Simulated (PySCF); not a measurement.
Computed shifts of a molecule C₂H₉NOSi, PySCF with HF/pcSseg-1, GIAO, gas phase, equivalent atoms averaged, in ppm (number of nuclei): ¹³C: 48.8 (1), 0.5 (1). ²⁹Si: -19.1 (1). ¹⁵N: 18.5 (1). ¹H: 4.70 (1), 3.95 (3), 1.20 (2), 0.65 (3). References: ¹³C against TMS (σ = 192.6 ppm); ¹⁷O against H2O (σ = 333.0 ppm); ²⁹Si against TMS (σ = 393.8 ppm); ¹⁵N against NH3 (σ = 267.3 ppm); ¹H against TMS (σ = 31.99 ppm), references at their B3LYP-D3(BJ)/def2-TZVP geometries, non-relativistic. The structure is a stationary point at PBE-D3(BJ)/def2-SVP. The values are those of a single conformer.

Task: Which structure fits?
(A) CO[SiH2]CN
(B) CN[SiH2]OC
(C) C[Si@H](O)CN
(D) CO[Si@H](C)N

Result: D, CO[Si@H](C)N
